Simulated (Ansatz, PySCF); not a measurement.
Pulling on the Si4–H5 bond in BeH4OSi (SMILES [BeH][O][SiH3]) (multiplicity 1 held, fragments rigid). Energies count from the point at 1.481 Å.
Geometry at that point (charge 0, multiplicity 1):
```xyz
7

Be    -1.57329    -0.93057     1.03196
H     -2.56627    -1.51790     1.68328
O     -0.52198    -0.30874     0.34238
Si     0.70039     0.41427    -0.45940
H      0.79021    -0.12988    -1.83414
H      1.97927     0.16603     0.24550
H      0.46032     1.87422    -0.52988
```

Restricted levels (R-, RO-) in cc, def2 and unpolarised 6-31G sets keep to the state of the molecule at rest. U- levels take the lowest unrestricted solution at each point, which mixes spins at long bonds. Curves can end on different states.

Rows in 3-21G carry no dispersion term and start afresh at each structure.

Run with Ansatz (Gaussian orbitals); PySCF for 3-21G rows. Values without a source in brackets are computed.

One of these levels gives 3.959 eV for the energy at R = 4.740 Å. Which?
A. R-wB97X-V/cc-pV(T+d)Z
B. R-PBE/cc-pV(T+d)Z
C. U-PBE/cc-pV(T+d)Z
D. R-HF/3-21G

C, U-PBE/cc-pV(T+d)Z. The others give 7.701 (R-HF/3-21G), 5.095 (R-PBE/cc-pV(T+d)Z), 6.807 (R-wB97X-V/cc-pV(T+d)Z)

Doubts at one or more of the structures used: a restricted determinant that unrestricted orbitals would lower (R-HF/3-21G, R-PBE/cc-pV(T+d)Z, R-wB97X-V/cc-pV(T+d)Z); a spin-contaminated determinant (U-PBE/cc-pV(T+d)Z).

Ansatz is a first-principles code.
